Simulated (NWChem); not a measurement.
## Ionisation of CH2N

SMILES: C=[N]
```xyz
4

C      0.0000     0.0000    -0.5021
N      0.0000     0.0000     0.7402
H     -0.9435     0.0000    -1.0845
H      0.9435     0.0000    -1.0845
```
Charge 0, spin multiplicity 2.

The numbers come from NWChem runs, not from measurements. All single points use one geometry, from UPBE0/def2-SVP, a minimum by its harmonic frequencies.

Basis set: def2-TZVP. −ε marks an orbital energy of the parent.

B3LYP has NWChem's definition, with VWN1-RPA local correlation. The structure started from a generated list of species. The unpaired electrons of the parent sit in orbitals of symmetry b1 (C2v labels of the run); other states weren't searched. No SCF solution was tested for a lower state.

Q: One of these methods gave a first vertical ionisation energy of 6.11 eV. Which?
(A) G0W0@PBE0
(B) −ε(alpha HOMO) of PBE
(C) −ε(alpha HOMO) of PBE0
(D) −ε(alpha HOMO) of B3LYP

A: B, −ε(alpha HOMO) of PBE. The others give 7.80 (−ε(alpha HOMO) of PBE0), 7.49 (−ε(alpha HOMO) of B3LYP), 10.32 (G0W0@PBE0).
